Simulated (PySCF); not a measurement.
Sn(Me)2(Cl)2 anion (C2H6Cl2Sn), SMILES [CH3][Sn]([CH3])([Cl])[Cl] (connectivity only; charge and spin as stated), charge -1, multiplicity 2.

Geometry: PBE0-D3(BJ)/def2-SVPD. The spin state was assumed, not searched. The isomer is the one that the SMILES or the coordinates give; other isomers of the formula were not compared. The def2 effective core potentials stand for the cores of Sn; spin–orbit coupling is left out.

These are C-PCM-M06-2X/def2-SVPD (PySCF) values and carry that method's errors.

The values are the electrostatic part of the solvation free energy, E(continuum) − E(gas) at the gas-phase geometry, in a cavity of scaled van der Waals radii (PySCF's table); cavitation and dispersion terms are not included. A continuum can't describe solvent molecules that bind to the metal.

```
solvent              ε  ΔG(elec) (kcal/mol)
---------------  -----  -------------------
water            78.36                -49.4
diethylether      4.24                -38.0
dichloromethane   8.93                    …
```

### Question
Complete the blanks. (An estimate is asked for; the answer gives what the named calculation found.)

### Answer

- dichloromethane, ΔG(elec) (kcal/mol): -44.3
